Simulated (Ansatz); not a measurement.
Input and output for `F[B@-]1(Cl)[SH+][B@@-](F)(Cl)[SH+]1`.

```yaml
crystal:
  periodic: [false, false, false]
  atoms:
    - {symbol: F, position_ang: [-0.952256, -1.491322, -1.558556]}
    - {symbol: B, position_ang: [0.052240, -1.117811, -0.745993]}
    - {symbol: Cl, position_ang: [1.501797, -2.168755, -0.674338]}
    - {symbol: S, position_ang: [-0.605487, -0.781161, 1.120203]}
    - {symbol: B, position_ang: [0.357433, 0.960828, 0.861702]}
    - {symbol: F, position_ang: [-0.438667, 2.006627, 1.146856]}
    - {symbol: Cl, position_ang: [1.948896, 0.876329, 1.680813]}
    - {symbol: S, position_ang: [0.628567, 0.768525, -1.117729]}
    - {symbol: H, position_ang: [-1.804406, -0.305238, 0.732469]}
    - {symbol: H, position_ang: [-0.605116, 1.200778, -1.442429]}
basis:
  gaussian: {orbitals: def2-mTZVPP, fitting: {mean_field: cc-pVTZ-jkfit}}
total_charge: 1
magnetization: {spin_polarized: true, initial_magnetization: 1}
hamiltonian: {xc: {name: PBE}}
output: {forces: true}
```

```sh
$ ansatz run in.yaml --threads 4 --pin off --events-out ev --progress --plain --max-ram 11315MiB
```

It prints (some lines left out):

```
Functional definition: PBE
860 factors; integrals over basis functions are off by at most 2.3e-1 eV
mean field evaluation 1: about -53497.6052 eV, gradient 5.6e1 eV
mean field evaluation 2: about -53434.9653 eV, gradient 1.4e2 eV
mean field evaluation 4: about -53506.4451 eV, gradient 2.0e1 eV
mean field evaluation 8: about -53508.5641 eV, gradient 5.8e0 eV
mean field evaluation 16: about -53508.6564 eV, gradient 4.6e0 eV
mean field evaluation 32: about -53508.0967 eV, gradient 8.9e0 eV
mean field evaluation 64: about -53508.7722 eV, gradient 6.9e-3 eV
mean field -53508.84693935 eV, -1966.4138554222 hartree, gradient 5.7e-6 eV, S^2 0.751471; 10 other end points of the search recorded, 0 dependent functions left out
reference -53508.84698199 eV, -1966.4138569890 hartree; 48, 47 occupied and 156, 157 virtual orbitals, 860 factors
Total energy: -53508.84698199 eV, -1966.4138569890 hartree
Atom 0 at    -0.952256    -1.491322    -1.558556 Å, force     0.058687     0.141596     0.130439 eV/Å
Atom 1 at     0.052240    -1.117811    -0.745993 Å, force    -0.448305    -0.202642    -0.387555 eV/Å
Atom 2 at     1.501797    -2.168755    -0.674338 Å, force     0.274737    -0.104086     0.079372 eV/Å
Atom 3 at    -0.605487    -0.781161     1.120203 Å, force     0.198578    -0.674140     0.833876 eV/Å
Atom 4 at     0.357433     0.960828     0.861702 Å, force    -0.345262     0.499058     0.154981 eV/Å
Atom 5 at    -0.438667     2.006627     1.146856 Å, force     0.013162    -0.168469    -0.109325 eV/Å
Atom 6 at     1.948896     0.876329     1.680813 Å, force     0.275154    -0.101180     0.081634 eV/Å
Atom 7 at     0.628567     0.768525    -1.117729 Å, force     0.935115     0.250696    -0.501659 eV/Å
Atom 8 at    -1.804406    -0.305238     0.732469 Å, force    -0.489325     0.169047    -0.125686 eV/Å
Atom 9 at    -0.605116     1.200778    -1.442429 Å, force    -0.472542     0.190120    -0.156076 eV/Å
Dipole moment:    -0.239410     0.089372    -0.070114 e Å
```

It took 29 s on 4 threads of an Arm Neoverse V2 on a shared host, with 0.59 GiB of host memory at the peak.
